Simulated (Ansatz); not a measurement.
The cluster As₆P₂⁻. The state is a doublet with charge -1. Geometry PBE-D4/def2-SVP; atoms count from 1.

```xyz
8

P    -1.290    0.972   -0.965
P    -0.583   -1.980    0.554
As    2.040    1.708    0.721
As    1.074   -1.576   -1.058
As    1.061    0.908   -1.320
As   -1.366   -1.382   -1.625
As   -1.385    0.160    1.274
As    0.450    1.190    2.419
```

The structure comes from a short search, and lower isomers may exist.

**Question.** Estimate the Mulliken populations from the PBE0/def2-SVP orbitals of Ansatz.

**Answer.** 
```json
{"atom": "P1", "charge (e)": "-0.19", "spin (α − β)": "0.05"}
{"atom": "P2", "charge (e)": "-0.12", "spin (α − β)": "0.03"}
{"atom": "As3", "charge (e)": "-0.24", "spin (α − β)": "0.46"}
{"atom": "As4", "charge (e)": "-0.07", "spin (α − β)": "0.03"}
{"atom": "As5", "charge (e)": "-0.04", "spin (α − β)": "-0.02"}
{"atom": "As6", "charge (e)": "-0.09", "spin (α − β)": "0.03"}
{"atom": "As7", "charge (e)": "-0.02", "spin (α − β)": "-0.01"}
{"atom": "As8", "charge (e)": "-0.23", "spin (α − β)": "0.44"}
```
Mulliken values and Mayer orders depend strongly on the basis.

**Question.** Where does the spin sit?

**Answer.** Summed by element: P 0.07, As 0.93, of 1 unpaired in all. Largest on single atoms: As3 0.46, As8 0.44, P1 0.05.

**Question.** And the Mayer bond orders between bonded heavy atoms (over 0.3)?

**Answer.** P1–As5 0.89 (2.38 Å); P1–As6 0.92 (2.45 Å); P1–As7 0.88 (2.38 Å); P2–As4 0.94 (2.35 Å); P2–As6 0.96 (2.39 Å); P2–As7 0.85 (2.40 Å); As3–As5 1.06 (2.40 Å); As3–As8 1.32 (2.38 Å); As4–As5 0.88 (2.50 Å); As4–As6 0.95 (2.51 Å); As7–As8 1.08 (2.40 Å).
